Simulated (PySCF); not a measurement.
# Peak assignment

Numbering as in the mapped SMILES `[O:1]=[C:2]=[N:3][SiH:4]1[CH2:5][CH2:6][CH2:7][CH2:8][CH2:9]1`. Hydrogens are named by the atom that carries them. Ha(C5), Ha(C6), Ha(C7), Ha(C8), Ha(C9) are cis to N3 on the ring; Hb(C5), Hb(C6), Hb(C7), Hb(C8), Hb(C9) are trans to N3 on the ring.

Level of theory: σ from GIAO-PBE0/pcSseg-1, GFN2-xTB geometry, in PySCF 2.14.0 with density-fitted response routines (non-relativistic Hamiltonian, one averaged value for each set of equivalent atoms, single conformer, no solvent model).

Chemical shifts δ = σref − σ; TMS for 13C (σref 186.93), 1H (σref 31.72), all at this level.

**Question.** Assign these signals to the numbered atoms. 13C{1H} NMR (computed): δ 129.6 (C), 33.0 (CH2), 27.8 (CH2), 17.8 (CH2).

**Answer.** 
129.6 → C2, central carbon of a heterocumulene
33.0 → C7, sp3 CH2 in a ring: a saturated carbon with 2 carbon neighbours and no heteroatom attached
27.8 → C6/C8, sp3 CH2 in a ring
17.8 → C5/C9, sp3 CH2 bonded to Si

**Question.** Assign these signals to the numbered atoms. 1H NMR (500 MHz, computed): δ 5.04 (m, 1H), 2.11 (m, 2H), 1.80 (m, 1H), 1.26 (m, 2H), 1.14 (m, 2H), 1.03 (m, 1H), 0.86 (m, 2H).

**Answer.** 
5.04 → H(Si4), hydrogen on a silicon bonded to 2 C, N, in a 6-membered ring
2.11 → Ha(C6)/Ha(C8), hydrogen on an sp3 CH2 in a ring
1.80 → Hb(C7), hydrogen on an sp3 CH2 in a ring: far from electronegative atoms and π systems
1.26 → Hb(C5)/Hb(C9), hydrogen on an sp3 CH2 bonded to Si
1.14 → Hb(C6)/Hb(C8), hydrogen on an sp3 CH2 in a ring
1.03 → Ha(C7), hydrogen on an sp3 CH2 in a ring: far from electronegative atoms and π systems
0.86 → Ha(C5)/Ha(C9), hydrogen on an sp3 CH2 bonded to Si: an electropositive neighbour shields it, as in TMS itself

Hb(C6)/Hb(C8) and Ha(C7) lie closer than the usual error of such a calculation, so a measured spectrum could show them in the other order.

Shifts are as computed. Against solution values, carbons near 30 ppm lie about +3 ppm off and those near 130 ppm about +5 ppm. Of 1211 compounds with measured shifts, 218 miss one by over three times the rms of a fit or turn the order of signals round; such compounds aren't used in these exercises. Multiplicities follow the n + 1 count of equivalent neighbours, as no J values were calculated; m marks all less simple cases, F and P coupling included.
